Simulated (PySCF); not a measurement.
AlH2, SMILES [AlH2+], charge +1.

Geometry optimised at B3LYP-D3(BJ)/def2-TZVPD. The multiplicity is an assumed one; other spin states were not compared. The isomer is the one that the SMILES or the coordinates give; other isomers of the formula were not compared.

Two levels are set side by side: PBE/def2-TZVPD (PySCF) and M06-2X/def2-TZVPD (PySCF). Same geometry, gas phase. Differences are taken from unrounded values.

| quantity | PBE |
|---|---|
| orbital gap (eV) | 5.91 |
| highest occupied level (eV) | -14.92 |
| lowest empty level (eV) | -9.01 |
| mean polarisability (bohr³) | 21.1 |

**Question.** These are the PBE values. What does M06-2X give? (The exact figures need the calculation; the answer reports its results.)

**Answer.** 
```csv
quantity,M06-2X,PBE minus M06-2X
orbital gap (eV),9.78,-3.86
highest occupied level (eV),-17.34,2.42
lowest empty level (eV),-7.56,-1.44
mean polarisability (bohr³),20.0,1.0
```

Without exact exchange PBE keeps part of each electron's self-repulsion, which lifts occupied levels and narrows the gap. PBE's more diffuse valence density responds more strongly to a field. Differences between two approximate levels are no errors against the true value.

Rough cost on one machine, each run with all the roots and properties that it gave: M06-2X against PBE about 3 times.
